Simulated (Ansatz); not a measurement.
Relaxation of CH4BrFSSi (9 atoms, charge 0, multiplicity 1), to a largest force component of 0.02 eV/Å in at most 50 steps.

Method: RKS B3LYP/def2-SVP in Ansatz.

```xyz
9
Properties=species:S:1:pos:R:3:forces:R:3
F 0.516 -0.180 1.935 -0.37 0.04 0.55
Si 0.947 -0.020 0.396 1.76 1.03 0.11
Br 2.330 -1.673 -0.037 0.49 -0.50 -0.10
C -0.447 -0.172 -0.713 -2.62 -0.97 0.03
S -1.721 1.138 -0.407 -0.21 0.22 0.74
H 1.663 1.290 0.207 -0.19 -0.37 0.21
H -0.998 -1.139 -0.551 0.65 0.39 -0.31
H -0.189 -0.109 -1.768 0.19 0.06 -0.34
H -2.011 0.819 0.919 0.29 0.11 -0.91
```

**Question.** Where does it end, and by what steps?

**Answer.** It converged. After 6 steps the energy has fallen by 0.193 eV; H7 moved furthest, 0.10 Å.

```
step  energy less start (eV)  largest force component (eV/Å)  accepted
   0                  0.0000                           2.615       yes
   1                 -0.1570                           1.060       yes
   2                 -0.1880                           0.164       yes
   3                 -0.1914                           0.081       yes
   4                 -0.1922                           0.029       yes
   5                 -0.1924                           0.023       yes
   6                 -0.1926                           0.013       yes
```

```xyz
9
Properties=species:S:1:pos:R:3
F 0.472 -0.113 1.926
Si 0.976 -0.016 0.382
Br 2.392 -1.708 0.025
C -0.528 -0.191 -0.718
S -1.751 1.140 -0.365
H 1.692 1.266 0.209
H -0.985 -1.190 -0.639
H -0.230 -0.052 -1.770
H -1.949 0.818 0.935
```

Whether the end is a true minimum wasn't checked by a vibrational analysis.

Run time: 24 s on 2 threads of Intel(R) Xeon(R) Platinum 8375C CPU @ 2.90GHz (Ice Lake) (shared host), peak memory 0.32 GiB.
